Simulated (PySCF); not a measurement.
CH₄Cl₄Si₂ (SMILES Cl[SiH](Cl)C[SiH](Cl)Cl), singlet, geometry from GFN2-xTB, with bond 8-1 at 1.4 times its length.

PySCF was given this input:
```python
from pyscf import gto, scf, mcscf, mp
import numpy

mol = gto.M(
    atom='''
Si    1.47997521    0.64490421    0.10761282
Cl    2.95445788    1.17269251   -1.16282604
Cl    2.14063265   -0.81102403    1.33507935
C     0.01296987   -0.02615979   -0.90343571
Si   -1.48298800   -0.63882752    0.10224764
Cl   -2.92086268   -1.24045291   -1.17729830
Cl   -2.17737086    0.88512376    1.22397591
H     0.97473891    2.26867069    1.22803736
H    -0.31690606    0.75504212   -1.59079655
H     0.36177629   -0.84554387   -1.53470687
H    -1.14617139   -1.75011948    0.97832963
''',
    basis='sto-3g',
    verbose=4,
)

mf = scf.RHF(mol)
mf.kernel()
mc = mcscf.CASSCF(mf, 5, 6)
mc.fix_spin_(ss=0.0)
noons, natorbs = mcscf.addons.make_natural_orbitals(mp.MP2(mf).run())
mc.kernel(natorbs)
occ = numpy.linalg.eigvalsh(mc.fcisolver.make_rdm1(mc.ci, mc.ncas, mc.nelecas))[::-1]
ss = mc.fcisolver.spin_square(mc.ci, mc.ncas, mc.nelecas)[0]
print('natural occupations', occ.round(4), ' <S^2>', round(ss, 4))
```

### Question
What does this run give for the natural occupations of the active orbitals, SCF-reference HOMO-LUMO gap, SCF-reference HOMO energy, SCF-reference Mulliken (on the basis functions themselves) charges in atom order, number of basis functions?

### Answer

The natural occupations of the active orbitals comes out as 2.00, 1.98, 1.87, 0.13, 0.02 and the SCF-reference HOMO-LUMO gap comes out as 14.76 eV. The SCF-reference HOMO energy is -9.54 eV. The SCF-reference Mulliken (on the basis functions themselves) charges in atom order is Si1 0.91, Cl2 -0.35, Cl3 -0.36, C4 -0.45, Si5 0.96, Cl6 -0.35, Cl7 -0.36, H8 -0.07, H9 0.08, H10 0.08, H11 -0.10 and the number of basis functions is 63.
